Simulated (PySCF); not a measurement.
Structure problem from calculated spectra and properties.

Elements present: C, H, N, O and Si. Monoisotopic mass: 151.0305 u.

| Property | Result |
| --- | --- |
| 13C NMR | chemical shifts (computed TMS as zero) by class: 8.5 (1 C), 6.6 (1 C) ppm [GIAO B97-2/pcSseg-1] |
| UV, first state | lowest singlet excitation: 5.27 eV (235 nm, f = 0.006) [TDDFT PBE0/def2-SVPD] |
| Valence photoelectron | vertical ionisation energy: 8.96 eV [ΔSCF PBE0/def2-SVPD] |
| Rotational structure | rotational constants A, B, C: 1.947, 0.832, 0.667 GHz [PBE0-D3(BJ)/def2-SVP] |
| UV, strongest line | among the 10 lowest singlet transitions: S8 at 7.22 eV (172 nm, f = 0.080) [TDDFT PBE0/def2-SVPD] |
| 1H NMR | chemical shifts (computed TMS as zero) by class: 5.17 (2 H), 4.75 (2 H), 4.74 (2 H), 1.26 (2 H), 0.90 (3 H), 0.01 (2 H) ppm [GIAO B97-2/pcSseg-1] |
| Polarisability | 118.2 au [PBE0/def2-SVPD] |
| XPS | Si2p3/2 106.6, Si2p3/2 106.9, Si2p3/2 106.9, C1s 290.0, C1s 290.7, N1s 404.6, O1s 537.4, Si1s 1846.4, Si1s 1846.8, Si1s 1846.9 eV [ΔSCF SCAN, pcX-2 on the ionised atom, pcseg-1 elsewhere, spin-free X2C, 2p3/2 from a spin–orbit splitting computed afterwards within the 2p shell] |
| Dipole | 1.76 D [PBE0/def2-SVPD] |
| NMR, other nuclei | isotropic shieldings of nuclei other than C and H, by class: 264 (1 N), 327 (1 O), 367 (1 Si), 383 (1 Si), 407 (1 Si) ppm [GIAO B97-2/pcSseg-1] |

Gas-phase values; electronic properties from PySCF, density fitting. Levels stand in brackets. The structure is a single PBE0-D3(BJ)/def2-SVP conformer in the gas phase; no vibrational or solvent corrections. NMR classes are plain means over equivalent atoms (diastereotopic ones count apart unless rotation or inversion swaps them), as if these changed places fast.

Question: Which formula fits the mass and the elements?

Answer: C2H13NOSi3 (calculated 151.0305). No other formula that holds each of these elements comes within 0.0003 u with a fitting electron parity and a possible valence count.

Question: Propose a structure and show how it fits.

Answer: Numbering: `[CH3:1][CH2:2][SiH2:3][O:4][SiH2:5][SiH2:6][NH2:7]`. Its formula, C2H13NOSi3, gives 0 degrees of unsaturation, so no ring and no π bond. 2 carbons fall into 2 classes; from least to most shielded: sp3 carbon bound to silicon [C2] (8.5 ppm), methyl carbon [C1] (6.6 ppm). Hydrogen classes from least to most shielded: 2 H on an oxygen-bound silicon, Si5 (5.17 ppm), 2 H on an oxygen-bound silicon, Si3 (4.75 ppm), 2 H on an SiH2 silicon, Si6 (4.74 ppm), 2 H on an sp3 carbon bound to silicon, C2 (1.26 ppm, a mean of values up to 0.9 ppm apart in this geometry), 3 H on a methyl carbon, C1 (0.90 ppm, a mean of values up to 0.6 ppm apart in this geometry), 2 H on a silicon-bound nitrogen, N7 (0.01 ppm). The other shieldings belong to: 264 ppm, silicon-bound nitrogen [N7]; 327 ppm, siloxane oxygen [O4]; 367 ppm, oxygen-bound silicon [Si3]; 383 ppm, oxygen-bound silicon [Si5]; 407 ppm, SiH2 silicon [Si6]. The core levels belong to: Si2p3/2 106.6 eV, SiH2 silicon [Si6]; Si2p3/2 106.9 eV, oxygen-bound silicon [Si5]; Si2p3/2 106.9 eV, oxygen-bound silicon [Si3]; C1s 290.0 eV, sp3 carbon bound to silicon [C2]; C1s 290.7 eV, methyl carbon [C1]; N1s 404.6 eV, silicon-bound nitrogen [N7]; O1s 537.4 eV, siloxane oxygen [O4]; Si1s 1846.4 eV, SiH2 silicon [Si6]; Si1s 1846.8 eV, oxygen-bound silicon [Si5]; Si1s 1846.9 eV, oxygen-bound silicon [Si3]. S1 is mainly HOMO→LUMO (weight 0.98); the largest Löwdin shares of the orbital it empties are 0.32 on the silicon-bound nitrogen, 0.20 on the SiH2 silicon, 0.15 on an oxygen-bound silicon and 0.10 on an Si–H hydrogen, of the orbital it fills 0.23 on an oxygen-bound silicon, 0.23 on the SiH2 silicon, 0.08 on the siloxane oxygen and 0.07 on an oxygen-bound silicon. The optimised geometry has point group C1 and is an asymmetric top. Structure: `CC[SiH2]O[SiH2][SiH2]N`. Computed isomers that give other values at the same levels: `CN[SiH2]C[SiH2]O[SiH3]` (rotational constant A: 3.610 GHz; this holds for the one conformer computed); `CN(C)[SiH2][SiH2]O[SiH3]` (13C chemical shifts (computed TMS as zero) by class: 41.7 (2 C) ppm); `CN(C)[Si@@H]([SiH3])O[SiH3]` (13C chemical shifts (computed TMS as zero) by class: 41.1 (2 C) ppm). The assignments are read from this structure; whether some other isomer fits the data as well wasn't checked.
